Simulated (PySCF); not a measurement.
## Molecular orbitals of NdSi

PBE at R = 2.908 Å; Nd x2c-SVPall, Si x2c-SVPall; spin-free X2C with a Gaussian nucleus (PySCF 2.14). State: septet, about 3.9 electrons in the 4f shell (Mulliken), real f orbitals that mix terms. Only the outer orbitals are listed, counted within each symmetry.

```
spin  orbital  occ.  ε (eV)  on Nd (%)            main shells (%)
   α      15σ     1   -9.98          7                    92 Si s
   α      16σ     1   -4.12         41           55 Si p, 31 Nd s
   α       8π     1   -3.98         28           71 Si p, 23 Nd d
   α       8π     1   -3.98         28           71 Si p, 23 Nd d
   α      17σ     1   -3.21        101           84 Nd f, 17 Nd s
   α       1φ     1   -2.75        100                   100 Nd f
   α       3δ     1   -2.67        100                    99 Nd f
   α       3δ     1   -2.67        100                    99 Nd f
   α      18σ     0   -2.84         88  42 Nd s, 30 Nd d, 12 Nd f
   α       9π     0   -2.13        100                    92 Nd f
   α       9π     0   -2.13        100                    92 Nd f
   β      15σ     1   -8.58         11                    89 Si s
   β      16σ     1   -3.41         63           57 Nd s, 34 Si p
   β       8π     0   -2.52         41           59 Si p, 37 Nd d
   β       8π     0   -2.52         41           59 Si p, 37 Nd d
   β      17σ     0   -2.51         69  35 Nd d, 29 Si p, 28 Nd s
```

Task: Which are the highest filled and the lowest empty level, where do they sit, and how wide is the gap?

Result: Highest filled α 3δ at -2.67 eV (in %: 99 Nd f); lowest empty α 18σ at -2.84 eV (in %: 42 Nd s, 30 Nd d, 12 Nd f); the gap at PBE is -0.17 eV.

The bond order (Mayer) is 1.90, the ⟨S²⟩ is 12.084 and the charge on Nd (Mulliken, basis-dependent) is 0.21. The charge on Nd (Löwdin, basis-dependent) is 0.03 and the dipole moment (positive dipole means Nd(−)Si(+)) is -4.65 D.

Shares are Mulliken populations and can fall outside 0 to 100 %.

Spin–orbit coupling is left out. Counting both spins, an empty level lies below a filled one in this solution, because spin and occupation are held. With d or f electrons several states lie close, and the lowest PBE0 determinant need not be the measured ground state.
